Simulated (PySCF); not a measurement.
C$_{2}$H$_{6}$ClGa (SMILES [CH3][Ga]([CH3])[Cl]), singlet, at a GFN2-xTB geometry (such geometries of metal compounds can be far from the true shape), with bond 10-1 at 1.6 times its length; B3LYP/3-21G in PySCF.

PySCF was given this input:
```python
from pyscf import gto, scf, dft

mol = gto.M(
    atom='''
Ga   -0.23882611    0.10083400   -0.14092768
C    -1.80146295   -1.21572828   -0.23393842
H    -1.48974737   -2.11234972   -0.77670352
H    -2.67761150   -0.79304802   -0.72665403
H    -2.07741138   -1.52198383    0.77883123
C    -0.06504875    2.00184560   -0.87573406
H     0.73235088    2.03166984   -1.62340480
H     0.21697965    2.67872738   -0.06457972
H    -0.98796556    2.36112255   -1.33204575
Cl    2.48551543   -1.04748358    1.47480125
''',
    basis='3-21g',
    verbose=4,
)

mf = dft.RKS(mol)
mf.xc = 'b3lyp'
mf.diis_space = 12
mf.kernel()
```

The log (banner, timings and long lists left out):

```
PySCF version 2.14.0

[INPUT] verbose = 4
[INPUT] num. atoms = 10
[INPUT] num. electrons = 66
[INPUT] charge = 0
[INPUT] spin (= nelec alpha-beta = 2S) = 0
[INPUT] symmetry False subgroup None
[INPUT] Mole.unit = angstrom
[INPUT] Symbol           X                Y                Z      unit          X                Y                Z       unit  Magmom
[INPUT]  1 Ga    -0.238826110000   0.100834000000  -0.140927680000 AA   -0.451315939295   0.190548644044  -0.266314718570 Bohr   0.0
[INPUT]  2 C     -1.801462950000  -1.215728280000  -0.233938420000 AA   -3.404271599051  -2.297393491089  -0.442079543813 Bohr   0.0
[INPUT]  3 H     -1.489747370000  -2.112349720000  -0.776703520000 AA   -2.815214524091  -3.991762450102  -1.467756932786 Bohr   0.0
[INPUT]  4 H     -2.677611500000  -0.793048020000  -0.726654030000 AA   -5.059952402986  -1.498643561429  -1.373177104011 Bohr   0.0
[INPUT]  5 H     -2.077411380000  -1.521983830000   0.778831230000 AA   -3.925738556255  -2.876132604717   1.471777721958 Bohr   0.0
[INPUT]  6 C     -0.065048750000   2.001845600000  -0.875734060000 AA   -0.122924322245   3.782939927666  -1.654897531353 Bohr   0.0
[INPUT]  7 H      0.732350880000   2.031669840000  -1.623404800000 AA    1.383942590284   3.839299573139  -3.067790461304 Bohr   0.0
[INPUT]  8 H      0.216979650000   2.678727380000  -0.064579720000 AA    0.410032113104   5.062061110574  -0.122037984001 Bohr   0.0
[INPUT]  9 H     -0.987965560000   2.361122550000  -1.332045750000 AA   -1.866984328903   4.461874966035  -2.517201652891 Bohr   0.0
[INPUT] 10 Cl     2.485515430000  -1.047483580000   1.474801250000 AA    4.696943441081  -1.979457086179   2.786970450666 Bohr   0.0

nuclear repulsion = 280.635886993127
number of shells = 39
number of NR pGTOs = 129
number of NR cGTOs = 65
basis = 3-21g
ecp = {}

******** <class 'pyscf.dft.rks.RKS'> ********
method = RKS
initial guess = minao
damping factor = 0
level_shift factor = 0
DIIS = <class 'pyscf.scf.diis.CDIIS'>
diis_start_cycle = 1
diis_space = 12
diis_damp = 0
SCF conv_tol = 1e-09
SCF conv_tol_grad = None
SCF max_cycles = 50
direct_scf = True
direct_scf_tol = 1e-13
XC library pyscf.dft.libxc version 7.1.2
    S. Lehtola, C. Steigemann, M. J. T. Oliveira, and M. A. L. Marques,  SoftwareX 7, 1–5 (2018)
XC functionals = b3lyp
    P. J. Stephens, F. J. Devlin, C. F. Chabalowski, and M. J. Frisch,  J. Phys. Chem. 98, 11623 (1994)
radial grids:
    Treutler-Ahlrichs [JCP 102, 346 (1995); DOI:10.1063/1.469408] (M4) radial grids

becke partition: Becke, JCP 88, 2547 (1988); DOI:10.1063/1.454033
pruning grids: <function nwchem_prune>
grids dens level: 3
symmetrized grids: False
atomic radii adjust function: <function treutler_atomic_radii_adjust>
small_rho_cutoff = 0
Set gradient conv threshold to 3.16228e-05
Initial guess from minao.
tot grids = 126872
init E= -2450.61441635231
  HOMO = -0.352902295459998  LUMO = -0.173411210149538  gap/eV = 4.88420
cycle= 1 E= -2452.74159112182  delta_E= -2.13  |g|= 0.523  |ddm|= 2.44
  HOMO = -0.0834097585620752  LUMO = -0.0755579906252914  gap/eV = 0.21366
cycle= 2 E= -2450.40754490815  delta_E= 2.33  |g|= 1.92  |ddm|= 3.13
  HOMO = -0.251251768657617  LUMO = -0.0892518840460321  gap/eV = 4.40824
cycle= 3 E= -2452.79872042707  delta_E= -2.39  |g|= 0.362  |ddm|= 2.88
  HOMO = -0.209547125023582  LUMO = -0.11348474607773  gap/eV = 2.61399
cycle= 4 E= -2452.84605387441  delta_E= -0.0473  |g|= 0.0986  |ddm|= 0.565
  HOMO = -0.215425070608638  LUMO = -0.116056977178759  gap/eV = 2.70394
cycle= 5 E= -2452.84772077895  delta_E= -0.00167  |g|= 0.0413  |ddm|= 0.121
  HOMO = -0.218476321791217  LUMO = -0.111852791433855  gap/eV = 2.90137
cycle= 6 E= -2452.84845184469  delta_E= -0.000731  |g|= 0.0184  |ddm|= 0.05
  HOMO = -0.222048854453244  LUMO = -0.112198986733284  gap/eV = 2.98917
cycle= 7 E= -2452.84860326755  delta_E= -0.000151  |g|= 0.00418  |ddm|= 0.0251
  HOMO = -0.222608971532605  LUMO = -0.111913801875707  gap/eV = 3.01217
cycle= 8 E= -2452.84861178865  delta_E= -8.52e-06  |g|= 0.000129  |ddm|= 0.00741
  HOMO = -0.222607962613611  LUMO = -0.111924263892639  gap/eV = 3.01186
cycle= 9 E= -2452.84861179577  delta_E= -7.11e-09  |g|= 4.7e-05  |ddm|= 0.000295
  HOMO = -0.222600648607303  LUMO = -0.111924022016136  gap/eV = 3.01166
cycle= 10 E= -2452.84861179673  delta_E= -9.65e-10  |g|= 1.59e-05  |ddm|= 7.08e-05
  HOMO = -0.222592731523572  LUMO = -0.111925013732076  gap/eV = 3.01142
Extra cycle  E= -2452.84861179632  delta_E= 4.16e-10  |g|= 3.49e-05  |ddm|= 7.97e-05
converged SCF energy = -2452.84861179632
```
